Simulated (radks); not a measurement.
Results of a calculation; reference values are marked as such.
Problem. All-electron atom: Kr6+ in [Ar] 3d10 4s2 (the NIST ground configuration). Level of theory: scalar-relativistic Kohn-Sham, MS2 meta-GGA, spin-polarised, spherical densities, finite nucleus; meta-GGA in the generalised Kohn-Sham scheme; Fermi nuclear charge, rms radius 4.1884 fm (a radial shooting solver on a logarithmic mesh with Libxc functionals). Some entries of the table are withheld. Estimate them.

orbital,occ.,eigenvalue (hartree),r(max) (bohr),<r> (bohr)
1s,2,(1),0.02707,(2)
2s,2,-72.31568,0.1539,0.1831
2p,6,-64.19636,0.1235,0.1601
3s,2,-13.27911,0.4661,0.5273
3p,6,-10.66201,(3),0.5376
3d,10,-6.38499,0.4113,0.5481
4s,2,-3.75908,1.245,(4)
4p,0,-3.09378,1.355,(5)
4d,0,-2.10579,1.619,1.814
5s,0,-1.70727,2.691,2.738

Solution. 
(1) 1s eigenvalue (hartree): -524.6513
(2) 1s <r> (bohr): 0.04146
(3) 3p r(max) (bohr): 0.4630
(4) 4s <r> (bohr): 1.366
(5) 4p <r> (bohr): 1.493
